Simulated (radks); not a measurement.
Neutral mercury inside a hard spherical wall (all orbitals vanish at R), configuration held at [Hg] and not refilled when levels cross. All-electron calculation, scalar-relativistic Kohn-Sham, PBE, spin-polarised, spherical densities, finite nucleus; Fermi nuclear charge, rms radius 5.4648 fm. Program: a radial shooting solver on a logarithmic mesh with Libxc functionals. Eigenvalues in eV for spin up, with the zero of energy where the potential of the charges vanishes at infinity; a dash marks a level that is unbound or too diffuse for the functional's potential to be trusted. A positive occupied level is held by the wall or, in an anion where self-interaction has pushed it up, behind a barrier. The pressure on the wall is -dE/dV.

R (bohr) = free: E (hartree) -19617.9745; kinetic (hartree) 22008.725; e(4f) -95.902; e(5p) -66.524; e(5d) -9.866; e(6s) -6.811; e(6p, empty) -; e(7s, empty) -; pressure (GPa) 0
R (bohr) = 10: E (hartree) -19617.9744; kinetic (hartree) 22008.726; e(4f) -95.895; e(5p) -66.518; e(5d) -9.859; e(6s) -6.805; e(6p, empty) -0.931; e(7s, empty) 1.482; pressure (GPa) 0.00234
R (bohr) = 6: E (hartree) -19617.9565; kinetic (hartree) 22008.868; e(4f) -95.316; e(5p) -65.943; e(5d) -9.318; e(6s) -6.219; e(6p, empty) 0.797; e(7s, empty) 10.018; pressure (GPa) 1.62
R (bohr) = 5: E (hartree) -19617.9009; kinetic (hartree) 22009.214; e(4f) -94.223; e(5p) -64.890; e(5d) -8.346; e(6s) -5.030; e(6p, empty) 3.112; e(7s, empty) 18.852; pressure (GPa) 9.93
R (bohr) = 4: E (hartree) -19617.6435; kinetic (hartree) 22010.572; e(4f) -90.888; e(5p) -61.809; e(5d) -5.507; e(6s) -1.123; e(6p, empty) 9.485; e(7s, empty) 39.695; pressure (GPa) 76.4
R (bohr) = 3.5: E (hartree) -19617.2253; kinetic (hartree) 22012.560; e(4f) -86.957; e(5p) -58.336; e(5d) -2.221; e(6s) 3.874; e(6p, empty) 16.914; e(7s, empty) 61.267; pressure (GPa) 242
R (bohr) = 3: E (hartree) -19616.1610; kinetic (hartree) 22017.256; e(4f) -79.474; e(5p) -52.021; e(5d) 4.095; e(6s) 14.427; e(6p, empty) 31.724; e(7s, empty) 100.20; pressure (GPa) 873
R (bohr) = 2.5: E (hartree) -19613.1311; kinetic (hartree) 22029.794; e(4f) -64.465; e(5p) -39.937; e(5d) 17.334; e(6s) 39.181; e(6p, empty) 64.403; e(7s, empty) 177.14; pressure (GPa) 3790
R (bohr) = 2: E (hartree) -19602.9467; kinetic (hartree) 22069.176; e(4f) -31.802; e(5p) -13.309; e(5d) 49.415; e(6s) 106.22; e(6p, empty) 146.33; e(7s, empty) 349.50; pressure (GPa) 21600
R (bohr) = 1.5: E (hartree) -19559.5497; kinetic (hartree) 22219.952; e(4f) 47.330; e(5p) 65.366; e(5d) 147.06; e(6s) 322.58; e(6p, empty) 390.29; e(7s, empty) 813.52; pressure (GPa) 183000
